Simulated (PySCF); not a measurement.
Br2ClHOSi, SMILES O[Si](Cl)(Br)Br.

The structure is a stationary point at PBE0-D3(BJ)/def2-SVP. This is a generated structure with no PubChem entry under its InChIKey; it may be hypothetical. Other conformers were not sampled.

Calculation: TDDFT-PBE/def2-SVPD run with PySCF 2.14.0.

Vertical excitations. Isolated molecule, no solvent.

```csv
state,energy (eV),λ (nm),f,main pairs
S1,5.62,221,0.006,HOMO→LUMO 98 %
S2,5.75,216,0.009,HOMO−1→LUMO 98 %
S3,5.91,210,0.012,HOMO−2→LUMO 98 %
S4,6.39,194,0.015,HOMO−3→LUMO 96 %
S5,6.55,189,0.001,HOMO→LUMO+1 96 %
S6,6.71,185,0.008,"HOMO−4→LUMO 63 %, HOMO−1→LUMO+1 29 %"
S7,6.71,185,0.013,"HOMO−5→LUMO 62 %, HOMO−1→LUMO+1 33 %"
S8,6.83,181,0.028,"HOMO−1→LUMO+1 28 %, HOMO−5→LUMO 26 %, HOMO−4→LUMO 23 %, HOMO→LUMO+3 5 %"
S9,6.90,180,0.006,HOMO−2→LUMO+1 86 %
S10,7.07,175,0.001,"HOMO−6→LUMO 61 %, HOMO→LUMO+2 37 %"
T1,5.30,234,0,HOMO→LUMO 99 %
T2,5.45,227,0,HOMO−1→LUMO 99 %
T3,5.61,221,0,HOMO−2→LUMO 99 %
T4,6.05,205,0,HOMO−3→LUMO 99 %
```
Triplets are in the Tamm–Dancoff approximation, which puts them higher than full response would, so one can lie above its singlet here.
